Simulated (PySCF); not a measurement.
C₃H₄BCl, SMILES C#CB(C)Cl. Geometry optimised at PBE0-D3(BJ)/def2-SVP. This is a generated structure with no PubChem entry under its InChIKey; it may be hypothetical.

Question: Give the equilibrium geometry at PBE0-D3(BJ)/def2-SVP (PySCF confirms it by a frequency run) as Cartesian coordinates in Å. (An estimate is asked for; the answer gives what the named calculation found.)

Answer: 
```xyz
9

B      0.2485    -0.1533     0.1991
C     -1.0336    -0.9147    -0.1174
C     -2.0495    -1.5433    -0.3549
H     -2.9499    -2.0914    -0.5692
Cl     0.3853     1.4921    -0.4209
C      1.4197    -0.7966     1.0038
H      2.1728    -0.0729     1.3424
H      1.9197    -1.5251     0.3387
H      1.0455    -1.3812     1.8587
```
